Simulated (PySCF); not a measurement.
C4H10S, triplet, at the geometry of the source list (a higher spin typed on purpose: for a closed-shell molecule this is an excited state), atoms displaced at random by about 0.03 Å a coordinate; PBE/STO-3G, gradient (PySCF).

PySCF was given this input:
```python
from pyscf import gto, scf, dft

mol = gto.M(
    atom='''
C     2.620883   -0.140221    0.083877
C     1.138443    0.188506   -0.194280
S     0.080235   -0.277601    1.221796
C    -1.562311    0.419531    0.682915
C    -2.166313   -0.382287   -0.429830
H     2.869813    0.426233    0.992200
H     3.204328    0.130052   -0.727250
H     2.710469   -1.160942    0.358057
H     0.973200    1.244670   -0.378637
H     0.837435   -0.439396   -1.079145
H    -1.369859    1.403151    0.368035
H    -2.190446    0.365162    1.526890
H    -2.339312   -1.454207   -0.199171
H    -1.599034   -0.355100   -1.391665
H    -3.187678    0.020069   -0.762780
''',
    basis='sto-3g',
    charge=0,
    spin=2,
    verbose=3,
)

mf = dft.UKS(mol)
mf.xc = 'pbe'
mf.kernel()
g = mf.nuc_grad_method()
grad = g.kernel()
```

It wrote (shortened):

```
SCF not converged.
SCF energy = -549.67141086668 after 50 cycles  <S^2> = 2.0015143  2S+1 = 3.0010093
--------------- UKS gradients ---------------
         x                y                z
0 C     0.0528169213    -0.0241547247    -0.0601061608
1 C     0.0084303956     0.0024353030     0.0707538061
2 S    -0.1156387969     0.1063374688    -0.1506120450
3 C     0.0812894922    -0.0278355859     0.0908484942
4 C     0.0360549346    -0.0027382680     0.0413127945
5 H    -0.0146936619    -0.0054377978    -0.0003995942
6 H    -0.0399145341    -0.0136378345     0.0459669136
7 H    -0.0077828376     0.0384157811    -0.0014969196
8 H    -0.0033927258    -0.0184369103     0.0156536695
9 H     0.0021215685    -0.0149682174    -0.0025621516
10 H     0.0018021646    -0.0459820213     0.0109085294
11 H     0.0170031872    -0.0013554666    -0.0383077655
12 H    -0.0023015419    -0.0002184306    -0.0058703830
13 H    -0.0061500016    -0.0007052039    -0.0085413416
14 H    -0.0096461078     0.0082442406    -0.0075708850
----------------------------------------------
```

The run did not converge; its last values are not results.
